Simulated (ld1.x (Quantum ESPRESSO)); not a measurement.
# u(r) = r·R(r): atom against pseudo-atom (nitrogen (N))

Columns: radius, all-electron u(r) and pseudo u(r) of the 2p shell (level -20.60 eV) of nitrogen in the configuration [He] 2s2 2p2; PBEsol, scalar-relativistic, ultrasoft scheme, ld1.x (Quantum ESPRESSO) 7.5.

| r (bohr) | all-electron | pseudo |
| --- | --- | --- |
| 0.078 | 0.0534 | 0.0126 |
| 0.155 | 0.1650 | 0.0490 |
| 0.232 | 0.2935 | 0.1067 |
| 0.310 | 0.4196 | 0.1828 |
| 0.388 | 0.5317 | 0.2716 |
| 0.465 | 0.6249 | 0.3659 |
| 0.542 | 0.7002 | 0.4611 |
| 0.620 | 0.7591 | 0.5528 |
| 0.698 | 0.8013 | 0.6348 |
| 0.775 | 0.8283 | 0.7023 |
| 0.852 | 0.8426 | 0.7542 |
| 0.930 | 0.8461 | 0.7899 |
| 1.008 | 0.8405 | 0.8087 |
| 1.085 | 0.8278 | 0.8124 |
| 1.162 | 0.8093 | 0.8036 |
| 1.240 | 0.7860 | 0.7850 |
| 1.318 | 0.7592 | 0.7596 |
| 1.395 | 0.7303 | 0.7306 |
| 1.472 | 0.6996 | 0.6997 |
| 1.550 | 0.6675 | 0.6675 |
| 1.628 | 0.6349 | 0.6349 |
| 1.705 | 0.6025 | 0.6025 |
| 1.782 | 0.5704 | 0.5704 |
| 1.860 | 0.5384 | 0.5384 |
| 1.938 | 0.5072 | 0.5072 |
| 2.015 | 0.4773 | 0.4773 |

(1) How many radial nodes do the two functions have?

(2) At about which radius was the pseudo-wave matched?

(3) Where does each function peak?

(4) Is the pseudo-wave norm-conserving?

Answers

(1) The all-electron 2p function has n − l − 1 = 0; the pseudo-wave has 0.

(2) 1.55 bohr. The columns agree to 0.0005 from 1.32 bohr on; several derivatives are matched, so the curves merge somewhat inside the radius.

(3) Outermost all-electron maximum near 0.93 bohr, pseudo maximum near 1.08 bohr (to the table’s step).

(4) No, it belongs to an ultrasoft set: the norm inside the radius is not constrained, and the difference is carried by the augmentation charge.
